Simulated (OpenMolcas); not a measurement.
## Ionisation energies of iridium

```json
{
  "Program": "OpenMolcas",
  "Basis": "ANO-RCC-VTZP [8s7p5d3f1g]",
  "Scalar Hamiltonian": "DKH2, point nucleus",
  "Spin-orbit coupling": "state interaction with AMFI integrals over the reference wave functions, term energies averaged over their components"
}
```

Active shells in each charge state: the valence d shell, with orbitals averaged over the low states. Where CASPT2's correlated closed shells are named, they are those of the first ion.

A. CASSCF
B. SS-CASPT2, IPEA 0.25 Eh, imaginary shift 0.1 Eh (closed shells correlated: 5s 5p)
C. SS-CASPT2, IPEA 0.25 Eh, imaginary shift 0.1 Eh (closed shells correlated: 4f 5s 5p)
D. SS-CASPT2, IPEA 0.25 Eh, imaginary shift 0.1 Eh (closed shells correlated: none)
E. SS-CASPT2, IPEA 0 Eh, imaginary shift 0.1 Eh (closed shells correlated: 5s 5p)

Energies in eV between the lowest computed levels, named as in B; reference values from the NIST Atomic Spectra Database with their kind.

| From | To | A | B | C | D | E | Spin-orbit share in B | Reference |
| --- | --- | --- | --- | --- | --- | --- | --- | --- |
| Ir2+ 5d7 4F 9/2 | Ir3+ 5d6 5D4 | 27.977 | 29.377 | 29.511 | 29.274 | 29.413 | +0.473 | 28.000 (theoretical) |
| Ir3+ 5d6 5D4 | Ir4+ 5d5 6S 5/2 | 40.193 | 41.550 | 41.710 | 41.404 | 41.539 | +0.543 | 40.000 (theoretical) |
| Ir4+ 5d5 6S 5/2 | Ir5+ 5d4 5D0 | 57.568 | 58.309 | 58.548 | 58.114 | 58.376 | -0.984 | 57.000 (theoretical) |
| Ir5+ 5d4 5D0 | Ir6+ 5d3 4F 3/2 | 72.113 | 72.851 | 73.107 | 72.580 | 72.895 | -0.445 | 72.000 (theoretical) |
| Ir6+ 5d3 4F 3/2 | Ir7+ 5d2 3F2 | 87.766 | 88.389 | 88.668 | 88.019 | 88.447 | -0.549 | 89.000 (theoretical) |
| Ir7+ 5d2 3F2 | Ir8+ 5d 2D 3/2 | 105.384 | 106.043 | 106.339 | 105.529 | 106.098 | +0.739 | 105.000 (theoretical) |

The lowest level within the active space need not be the ion's true ground level.
